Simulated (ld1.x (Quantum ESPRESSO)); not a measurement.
# Transferability test, TM semilocal potential for cadmium

```
Element                 : Cd
Generator               : ld1.x (Quantum ESPRESSO) 7.5
Type                    : norm-conserving Troullier–Martins (semilocal form)
Functional              : BP86
Relativity              : scalar-relativistic
Frozen core             : [Kr]
Valence charge          : 12
Reference configuration : 4d10 5s2 5p0
Partial waves           : 5s (bound): rc 1.80 bohr; 4d (bound): rc 1.05 bohr; 5p (bound, empty): rc 2.85 bohr
Local potential         : the p channel
Core correction         : none
```

Energies are relative to the spin-unpolarised reference configuration 4d10 5s2 5p0; without spin polarisation the order of configurations can differ from experiment. The frozen-core shift is the all-electron ΔE with the core orbitals held at their reference shape minus the fully relaxed ΔE.

Question: Give the all-electron excitation energy and the error of the potential for: 4d10 5s1 5p0; 4d10 5s0 5p0; 4d9 5s0 5p0; 4d8 5s0 5p0; 4d9 5s2 5p0; 4d9 5s2 5p1; 4d10 5s0 5p1.

Answer:

```csv
valence configuration,charge,ΔE all-electron (eV),error AE − PS (meV),frozen-core shift (meV)
4d10 5s1 5p0,+1,9.470,-1.7,+2.5
4d10 5s0 5p0,+2,26.697,-8.4,+9.5
4d9 5s0 5p0,+3,64.789,+5.1,+119
4d8 5s0 5p0,+4,118.921,-149,+566
4d9 5s2 5p0,+1,18.090,-17,+65
4d9 5s2 5p1,0,12.613,-59,+65
4d10 5s0 5p1,+1,15.314,+5.8,+4.4
```

ld1.x printed “convergence not achieved” for 3 of the counted tests; their residual had stalled under 1e-8, short of the target of 1e-14.
